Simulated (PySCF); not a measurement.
# Radial density of La(2+) (lanthanum, charge +2)

BHandHLYP, [Xe] 4f1, 2F determinant (an excited configuration). All numbers are calculated (PySCF 2.14, scalar relativity by spin-free X2C-1e, in x2c-TZVPPall).

```csv
r (bohr),4πr²ρ (e/bohr),4πr²(ρα − ρβ)
0.0284,66.65,0.0003
0.0477,75.37,0.0003
0.0802,97.74,-0.0021
0.135,71.64,-0.0068
0.227,84.00,0.0059
0.382,34.61,0.1356
0.642,34.62,0.5218
1.08,12.00,0.6008
1.82,5.892,0.3185
3.06,0.7601,0.0964
5.14,0.01045,0.0065
8.65,1.213e-05,0.0000
```

Densities and radii are taken from the X2C orbitals without a picture-change correction, which distorts them close to the nucleus.

Spin-orbit coupling, absent here, splits the open shell strongly.

Q: Where is the radial spin density 4πr²(ρα − ρβ) most negative, and why is it negative at all?

A: Around r = 0.135 bohr, down to -0.0068 e/bohr: exchange with the open shell polarises the paired shells in an unrestricted calculation.
